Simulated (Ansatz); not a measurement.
```json
{"atom": "B", "x (Å)": "0.0000", "y (Å)": "0.0000", "z (Å)": "0.0000"}
{"atom": "Al", "x (Å)": "0.0000", "y (Å)": "0.0000", "z (Å)": "4.5100"}
{"atom": "H", "x (Å)": "0.0000", "y (Å)": "2.2930", "z (Å)": "-1.0692"}
```

Basis set: pcseg-2 (spherical functions). Charge 0, multiplicity 2.

Computed with Ansatz (development build ahead of 0.2.0); each method stands on the lowest determinant of its kind that the runs found.

The atomization energy at this shape (free ground-state atoms in the same class of orbitals less the molecule, no zero-point energy) of doublet AlBH:

```
             method  atomization energy
PBE0 (unrestricted)      15.70 kcal/mol
                UHF       3.68 kcal/mol
```

What does ROHF give?

-21.24 kcal/mol. Caution: the shape is not the minimum. Caution for PBE0 (unrestricted): charge can spread falsely over distant fragments; the unrestricted determinant is spin contaminated. Caution for UHF: the unrestricted determinant is a mixture of spin states. Caution for ROHF: an unrestricted determinant lies well below.
